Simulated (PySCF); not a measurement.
# Frontier levels across methods

Species: CH9ClSi3.
SMILES with atom numbers: `[SiH3:1][CH:2]([SiH3:3])[SiH2:4][Cl:5]` (hydrogens: H6, H7, H8 on Si1; H9 on C2; H10, H11, H12 on Si3; H13, H14 on Si4)

Geometry (PBE0-D3(BJ)/def2-SVP, Å), atoms numbered from 1 in this order:
```
atom  x, y, z in Å
Si1   -2.8928   -1.6439   -1.7702
C2    -1.1703   -2.1531   -2.3675
Si3    0.1738   -1.1406   -1.5076
Si4   -0.8269   -3.9761   -2.1547
Cl5   -2.5347   -5.0866   -2.5638
H6    -3.9388   -2.0544   -2.7502
H7    -2.9405   -0.1564   -1.6114
H8    -3.1690   -2.2677   -0.4416
H9    -1.1181   -1.9275   -3.4488
H10   -0.0711   -1.1375   -0.0333
H11    0.1658    0.2645   -2.0116
H12    1.5236   -1.7388   -1.7570
H13    0.2435   -4.4344   -3.0837
H14   -0.4399   -4.2661   -0.7447
```

Basis pcSseg-1 throughout (PySCF), one geometry. Geometry: PBE0-D3(BJ)/def2-SVP, one conformer, isolated molecule.

Task: How do the orbital energies, the gap and the dipole change with the method?

Result: 
| method | kind | HOMO (eV) | LUMO (eV) | gap (eV) | μ (D) | SCF cycles |
| --- | --- | --- | --- | --- | --- | --- |
| BLYP | GGA | -7.33 | -0.78 | 6.54 | 1.59 | 13 |
| B97-D | GGA | -7.48 | -0.81 | 6.67 | 1.66 | 14 |
| PBE | GGA | -7.50 | -0.99 | 6.51 | 1.63 | 13 |
| OPBE | GGA | -7.51 | -0.80 | 6.71 | 1.67 | 14 |
| KT2 | GGA | -7.58 | -1.13 | 6.44 | 1.65 | 14 |
| KT3 | GGA | -7.59 | -0.94 | 6.65 | 1.63 | 14 |
| LDA | LDA | -7.60 | -1.27 | 6.33 | 1.70 | 13 |
| BP86 | GGA | -7.61 | -1.07 | 6.53 | 1.66 | 13 |
| B3LYP | global hybrid | -8.54 | -0.28 | 8.26 | 1.70 | 12 |
| B97-2 | global hybrid | -8.55 | -0.11 | 8.44 | 1.76 | 12 |
| PBE0 | global hybrid | -8.80 | -0.14 | 8.66 | 1.76 | 12 |
| mPW1PW91 | global hybrid | -8.83 | -0.12 | 8.70 | 1.77 | 12 |
| BHandHLYP | global hybrid | -9.96 | 0.84 | 10.80 | 1.82 | 11 |
| CAM-B3LYP | range-separated hybrid | -10.10 | 0.96 | 11.07 | 1.77 | 11 |
| wB97X-D | range-separated hybrid | -10.66 | 1.60 | 12.26 | 1.82 | 12 |
| LC-wPBE | range-separated hybrid | -11.50 | 2.05 | 13.54 | 1.86 | 12 |
| HF | Hartree–Fock | -11.84 | 3.13 | 14.98 | 1.93 | 10 |

The HOMO spans 4.52 eV, from BLYP down to HF, and the gap runs from 6.33 eV (LDA) to 14.98 eV (HF). Over the methods BLYP (0 %), B97-D (0 %), PBE (0 %), OPBE (0 %), KT2 (0 %), KT3 (0 %), LDA (0 %), BP86 (0 %), B3LYP (20 %), B97-2 (21 %), PBE0 (25 %), mPW1PW91 (25 %), BHandHLYP (50 %), HF (100 %), a straight line through the gap against the share of exact exchange rises by 0.84 eV for each 10 % (correlation coefficient 0.999). The dipole ranges from 1.59 D (BLYP) to 1.93 D (HF). This basis has no diffuse functions.

The vertical ΔSCF ionisation energy at B3LYP/def2-SVPD is 10.39 eV; −ε(HOMO) comes closest to it with wB97X-D (10.66 eV).
